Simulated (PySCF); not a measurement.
C3H9Si, SMILES C[Si](C)C, multiplicity 2. Coordinates come from a PBE-D3(BJ)/def2-SVP optimisation. The isomer is the one that the SMILES or the coordinates give; other isomers of the formula were not compared.

Give the equilibrium geometry at PBE-D3(BJ)/def2-SVP (PySCF confirms it by a frequency run) as Cartesian coordinates in Å, and its point group. (An estimate is asked for; the answer gives what the named calculation found.)

point group C3v.
```xyz
13

C      1.5585     0.8998    -0.1786
Si     0.0000     0.0000     0.4308
C      0.0000    -1.7996    -0.1786
C     -1.5585     0.8998    -0.1786
H      1.5853     0.9153    -1.2911
H      2.4809     0.3968     0.1759
H      1.5841     1.9501     0.1759
H      0.0000    -1.8305    -1.2911
H     -0.8968    -2.3470     0.1759
H      0.8968    -2.3470     0.1759
H     -1.5853     0.9153    -1.2911
H     -2.4809     0.3968     0.1759
H     -1.5841     1.9501     0.1759
```
Charge 0, spin multiplicity 2.
